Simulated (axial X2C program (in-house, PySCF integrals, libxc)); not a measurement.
**Testing model relations on CoH**

A bond curve at the PBE0 level, with spin–orbit coupling, was computed with an in-house relativistic program for diatomic molecules (basis Co dyall-cv3z [9s10p6d3f2g], H dyall-v3z [6s2p1d] (cores contracted in-house)) for the state Ω = 4 (⟨Sz⟩ = 1.00, ⟨Lz⟩ = 3.00 at PBE0). Its fit gives Re = 1.5019 Å, ωe = 1912.1 cm⁻¹, ωexe = 32.1 cm⁻¹ and αe = 2.196e-01 cm⁻¹; the masses are 58.9332 and 1.0078 u. Two-component means X2C with spin–orbit coupling and atomic mean-field Coulomb and Gaunt terms.

Problem. Find the reduced mass, Be and the force constant.

Solution. From the PBE0 values: μ = 0.9909 u. Be = 16.8576/(μ Re²) = 7.542 cm⁻¹. k = 5.8918×10⁻⁷ μ ωe² = 2.13 mdyn/Å.

Problem. The dipole moment p changes by 1.31 D/Å at Re. What harmonic infrared intensity follows?

Solution. I = 42.256 × (dp/dR)²/μ = 73 km/mol.

Problem. Where do the fundamental and the first overtone lie?

Solution. ν(1←0) = ωe − 2ωexe = 1847.9 cm⁻¹; ν(2←0) = 2ωe − 6ωexe = 3631.6 cm⁻¹.

Problem. A Morse curve ties αe to the other constants (Pekeris). How well does that hold?

Solution. αe(Morse) = 6Be²/ωe × (√(ωexe/Be) − 1) = 1.898e-01 cm⁻¹; the PBE0 curve gives 2.196e-01 cm⁻¹, a ratio of 0.86.

Problem. Scale the constants to the deuteride (D 2.0141 u) within the Born–Oppenheimer picture.

Solution. ρ = √(μH/μD) = 0.7133; ωe = 1363.9, ωexe = 16.3, Be = 3.837 cm⁻¹; the zero-point energy falls by 270 cm⁻¹.

One determinant describes the state; a PBE0 search over occupations chose it and may have missed a lower one. Density functionals use the spin component along the axis (collinear). Without a current term, density functionals place determinants with orbital angular momentum somewhat too high. With several unpaired electrons one determinant need not be a pure state. A state of lower Ω lies just above, and one determinant can place such states too high, so the state shown need not be the lowest. The search has Ω = 3 only 0.02 eV up. The lowest spin-free determinant has another configuration (M_S = 1, Λ = 2), so the order of states is uncertain and this need not be the ground state.
